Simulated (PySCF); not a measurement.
3,3-difluoro-2-methylprop-1-ene (C4H6F2), SMILES C=C(C)C(F)F.

Geometry: PBE0-D3(BJ)/def2-SVP. The values are those of a single conformer.

Level of theory: PySCF 2.14.0 with PBE0-D3(BJ)/def2-SVP.

Harmonic, unscaled wavenumbers; measured fundamentals usually lie a few per cent lower.

Task: List the normal modes with their intensities. (Estimate from the structure and the level; the computed values follow.)

Result: 
```
mode  ν (cm⁻¹)  IR (km/mol)  Raman (Å⁴/amu)  depolarisation  moving atoms (share of kinetic energy)
----  --------  -----------  --------------  --------------  --------------------------------------
1           73          0.4             2.2            0.75                  F 47 %, C 35 %, H 18 %
2          179          0.7             0.1            0.71                                  H 95 %
3          247          0.9             0.8            0.75                  F 48 %, C 34 %, H 18 %
4          317          4.9             3.0            0.69                  C 53 %, F 25 %, H 22 %
5          383          0.3             2.0            0.75                  C 48 %, H 31 %, F 21 %
6          504          6.0             1.6            0.67                  F 42 %, C 38 %, H 20 %
7          527          1.6             3.1            0.70                  F 47 %, C 38 %, H 15 %
8          636         10.1             2.7            0.39                  H 36 %, F 35 %, C 30 %
9          735          1.2             5.7            0.35                  H 70 %, C 18 %, F 12 %
10         913         21.6             4.3            0.11                          C 59 %, H 39 %
11         955         34.4             1.2            0.69                          H 73 %, C 27 %
12         974         13.6             1.4            0.75                          H 55 %, C 44 %
13        1003         10.7             4.2            0.50                          H 68 %, C 30 %
14        1061          3.3             0.8            0.68                          H 57 %, C 42 %
15        1147        150.3             2.7            0.58                  C 57 %, F 31 %, H 12 %
16        1181        127.5             1.9            0.63                  C 56 %, F 29 %, H 14 %
17        1287          1.9             2.3            0.74                          H 57 %, C 41 %
18        1383         12.1             5.3            0.75                          H 81 %, C 19 %
19        1387         32.6             4.0            0.73                          H 80 %, C 18 %
20        1420          6.8            29.6            0.54                          H 81 %, C 19 %
21        1435         33.6             6.4            0.73                          C 52 %, H 47 %
22        1447         12.6            11.2            0.74                                  H 95 %
23        1464         41.0             8.2            0.72                          H 90 %, C 10 %
24        1766          5.2            26.1            0.14                                  C 92 %
25        3051          8.0            94.2            0.04                                  H 96 %
26        3057         53.1           170.3            0.14                                  H 92 %
27        3133          7.2            81.4            0.73                           H 91 %, C 9 %
28        3177          1.6            91.1            0.08                                  H 94 %
29        3178          7.5            72.7            0.69                           H 91 %, C 9 %
30        3284          0.9            62.3            0.74                          H 89 %, C 11 %
```
